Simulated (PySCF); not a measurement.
## Relaxation of quartet CoHF

Method: UPBE0 in PySCF with Co def2-TZVP, H def2-TZVP, F def2-TZVP; no relativity; density-fitted integrals. A (50,194) grid was used.

A hand-made linear start, of C∞v symmetry, held to at least that symmetry:

Coordinates in bohr (charge 0 multiplicity 4):
```
Co    0.0000    0.0000   -0.7614
H     0.0000    0.0000   -3.4637
F     0.0000    0.0000    2.5456
```

Optimiser trace:
| step | E − E(last) (kJ/mol) | largest gradient (Eh/bohr) |
| --- | --- | --- |
| 0 | 20.20 | 0.05639 |
| 1 | 5.47 | 0.02641 |
| 2 | 0.40 | 0.00653 |
| 3 | 0.01 | 0.00104 |
| 4 | 0.00 | 0.00005 |

It ends at C∞v with Co–F 1.753 Å, Co–H 1.591 Å; F–Co–H 180.0°. No frequency check is given, so it may be a saddle point. Other isomers or separated fragments may lie lower.

Final geometry:
Z-matrix (Å, degrees; charge 0 multiplicity 4):
```
Co
H  1 1.5915
F  1 1.7534 2 180.00
```

With open d or f shells other occupations or spin states may lie lower.
